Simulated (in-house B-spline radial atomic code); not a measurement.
Ionisation energies along the 25-electron series, configuration [Ar] 3d7, as differences of self-consistent energies. NIST's values go from ground level to ground level; the uncertainty of those that are theory runs from under 0.1 % in few-electron ions to several per cent in heavy many-electron ones. Computed with an all-electron radial atomic-structure program (B-spline basis): non-relativistic Hartree-Fock, average of the configuration, point nuclei.

This level leaves out relativity, spin-orbit splitting included, which matters for heavy ions.

```
 ion  configuration after  ionisation energy (eV)  IE/(q+1)² (eV)  -ε less Coulomb ΔSCF (eV)  tabulated value (eV)    tabulated kind  computed minus tabulated (eV)
Co2+             [Ar] 3d6                   33.38           3.709                     3.1805                  33.5    semi-empirical                          -0.12
Ni3+             [Ar] 3d6                   55.48          3.4677                     3.0973                 54.92    semi-empirical                           0.56
Cu4+             [Ar] 3d6                   81.21          3.2483                     3.0604                  79.8    semi-empirical                           1.41
Zn5+             [Ar] 3d6                  110.37           3.066                     3.0444                   108    semi-empirical                           2.37
Ga6+             [Ar] 3d6                  142.87          2.9158                     3.0388                 140.8  tabulated theory                           2.07
Ge7+             [Ar] 3d6                  178.64          2.7912                     3.0385                 176.4  tabulated theory                           2.24
As8+             [Ar] 3d6                  217.61          2.6866                     3.0409                   213  tabulated theory                           4.61
Se9+             [Ar] 3d6                  259.77          2.5977                     3.0448                   255  tabulated theory                           4.77
```

(1) How far is this level of theory from the measured and semi-empirical values?

## Answers

(1) Over those 4 rows the differences run from -0.119 to +2.37 eV (mean absolute value 1.1 eV). The calculation leaves out relativity, correlation and, in open shells, the multiplet splittings that an average leaves out.
